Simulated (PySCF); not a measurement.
Compound: CH5BN2.
SMILES with atom numbers: `[CH2:1]=[N:2][BH:3][NH2:4]` (hydrogens: H5, H6 on C1; H7 on B3; H8, H9 on N4)

Method used: TDDFT wB97X-D/def2-SVPD, vertical, gas phase, core orbitals frozen in the response in PySCF 2.14.0, density-fitted response routines. Isolated species at its PBE0-D3(BJ)/def2-SVP geometry (one conformer only). Torsions of this conformer, `[CH2:1]=[N:2][BH:3][NH2:4]`: C1–N2–B3–N4 92°, H–N4–B3–N2 -2°, H–N4–B3–N2 172°.

Computed singlets with f of 0.002 or more:

| state | E (eV) | f |
| --- | --- | --- |
| S2 | 6.54 | 0.046 |
| S3 | 7.09 | 0.048 |
| S4 | 7.38 | 0.064 |
| S5 | 7.72 | 0.0094 |
| S6 | 7.81 | 0.487 |
| S7 | 8.15 | 0.023 |
| S8 | 8.40 | 0.037 |
| S9 | 8.55 | 0.106 |
| S10 | 8.74 | 0.036 |

Task: Give A, τ, |μ| and ∫σ dE for each state.

Result: Relations used (vacuum, state to state): A = 0.6670 f ν̃² s⁻¹ (ν̃ in cm⁻¹); τ = 1/A; f = (2/3) ΔE |μ|² in atomic units; ∫σ dE = 109.76 f Mb·eV.

```tsv
state	A (s⁻¹)	τ	|μ| (D)	∫σ dE (Mb·eV)
S2	8.6×10⁷	12 ns	1.37	5.1
S3	1.0×10⁸	9.6 ns	1.33	5.2
S4	1.5×10⁸	6.6 ns	1.51	7
S5	2.4×10⁷	41 ns	0.57	1
S6	1.3×10⁹	780 ps	4.06	53
S7	6.5×10⁷	15 ns	0.86	2.5
S8	1.1×10⁸	8.7 ns	1.09	4.1
S9	3.4×10⁸	3 ns	1.81	12
S10	1.2×10⁸	8.5 ns	1.04	3.9
```

Leading configurations: S2 H→L+1 (83%); S3 H→L+2 (54%); S4 H-1→L (49%); S5 H→L+3 (47%); S6 H-2→L (64%); S7 H→L+4 (75%); S8 H-2→L+2 (31%); S9 H→L+5 (48%); S10 H-1→L+1 (34%) (H = HOMO, L = LUMO).

The rates are for emission to S0 at the absorption energy, with no other channel.

Task: What is the integrated cross-section of all computed states together?

Result: Σf = 0.857 over S1 to S10, so 109.76 × Σf ≈ 94 Mb·eV.

Task: By what factor does the largest A in the list exceed the smallest?

Result: S6 has 53 times the rate of S5.

Task: Suppose S2 emitted 0.3 eV lower with the same transition dipole. How would A change?

Result: At fixed |μ|, A goes as the cube of the energy: (6.24/6.54)³ = 0.87, which makes τ about 13 ns.

All these states lie below the vertical ionisation energy of 9.01 eV (ΔSCF).
